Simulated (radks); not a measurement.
The numbers below are computed, except where a source is named.
Excited configurations of Ge2+: one electron is placed in a higher orbital outside [Ar] 3d10 4s1. The ground configuration is [Ar] 3d10 4s2. Code: a radial shooting solver on a logarithmic mesh with Libxc functionals. Model: scalar-relativistic Kohn-Sham, BLYP, spin-polarised, spherical densities, point nucleus; open shells are filled with parallel spins first. Excitation = E - E(ground); binding = E(ion) - E, where the ion is the core of charge +3; n* = 3/sqrt(2 binding) in atomic units, and the quantum defect is n - n*.

outer orbital	excitation (eV)	binding (eV)	quantum defect	eigenvalue (eV)	<r> (bohr)
4p	8.550	26.065	1.833	-21.400	2.271
4d	20.428	14.187	1.062	-11.226	3.413
5s	20.016	14.599	2.104	-12.473	4.306
5p	22.733	11.881	1.790	-10.121	5.010
5d	26.431	8.183	1.132	-6.839	6.760
5f	29.241	5.374	0.227	-4.417	9.605
6s	26.255	8.360	2.173	-7.155	7.547
6p	27.486	7.129	1.856	-6.072	8.551
6d	29.291	5.324	1.204	-4.535	10.93
7s	29.173	5.441	2.256	-4.687	11.65
7d	30.846	3.768	1.300	-3.233	15.96
7f	31.714	2.901	0.503	-2.468	20.11

The Delta-SCF ionisation energy is 34.615 eV (NIST Atomic Spectra Database: 34.058 eV, measured). Self-interaction in the functional shifts the binding energies and quantum defects, so they are the method's values and not measured ones.
